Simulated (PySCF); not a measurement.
**Relaxation of singlet VNCl₂**

Level of theory: PBE/[V def2-SVP, N def2-SVP, Cl def2-SVP], no relativity, density fitting, PySCF. A (50,194) grid was used.

A hand-made trigonal planar start, of C2v symmetry, held to at least that symmetry:

```xyz
4
charge 0 multiplicity 1, angstrom
V    -0.2127   -0.3685    0.0000
N    -1.0727   -1.8581    0.0000
Cl    2.1172   -0.3685    0.0000
Cl   -1.3778    1.6493    0.0000
```

Optimiser trace:
```tsv
step	E − E(last) (kJ/mol)	largest gradient (Eh/bohr)
0	111.69	0.11728
1	20.41	0.03220
2	8.16	0.04284
3	2.36	0.00784
4	0.51	0.00319
5	0.02	0.00259
6	0.00	0.00061
7	0.00	0.00002
```

It ends at C2v with V–Cl 2.192 Å (×2), V–N 1.526 Å; Cl–V–Cl 136.2°, Cl–V–N 111.9° (×2) (after a last refinement on a finer grid). The frequency run here used a shortcut that can spoil soft modes, so no verdict on minimum or saddle point is given. Other isomers or separated fragments may lie lower.

Final geometry:
```xyz
4
charge 0 multiplicity 1, angstrom
V    -0.1325   -0.2295    0.0000
N    -0.8956   -1.5512    0.0000
Cl    2.0372   -0.5389    0.0000
Cl   -1.4854    1.4948    0.0000
```
